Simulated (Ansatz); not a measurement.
```yaml
crystal:
  periodic: [false, false, false]
  atoms:
    - {symbol: F, position_ang: [4.602511, 1.469212, -0.937994]}
    - {symbol: Si, position_ang: [1.938764, 0.600429, 1.142876]}
    - {symbol: F, position_ang: [3.424756, -1.325563, 3.636499]}
    - {symbol: B, position_ang: [-2.063114, 1.424851, 0.732340]}
    - {symbol: C, position_ang: [-1.278682, -0.802813, -1.538588]}
    - {symbol: H, position_ang: [-4.193117, 1.629561, 2.221753]}
    - {symbol: H, position_ang: [-2.742793, -2.565790, -2.236081]}
    - {symbol: H, position_ang: [0.514510, -0.555290, -3.143564]}
basis:
  gaussian: {orbitals: def2-TZVP}
hamiltonian: {xc: {name: PBEsol}}
```

```sh
$ ansatz run in.yaml --threads 2 --pin off --events-out ev --progress --plain --max-ram 4352MiB
```

Output, abridged:

```
Functional definition: PBEsol
1045 factors; their error is unknown
mean field evaluation 1: about -14977.5653 eV, gradient 8.0e1 eV
mean field evaluation 2: about -14140.1994 eV, gradient 3.0e2 eV
mean field evaluation 4: about -14013.1346 eV, gradient 2.7e2 eV
mean field evaluation 8: about -14996.9090 eV, gradient 1.4e0 eV
mean field evaluation 16: about -14996.9527 eV, gradient 2.5e-3 eV
mean field -14996.95266731 eV, -551.1278452240 hartree, gradient 4.2e-6 eV, S^2 0.000000; 10 other end points of the search recorded, 0 dependent functions left out
reference -14996.95272269 eV, -551.1278472591 hartree; 23, 23 occupied and 156, 156 virtual orbitals, 1045 factors
Total energy: -14996.95272269 eV, -551.1278472591 hartree
```

Q: What is wrong with this run?

A: The geometry is stretched to more than twice its size. Self-consistency was reached. The result belongs to that input, not to the molecule as meant.
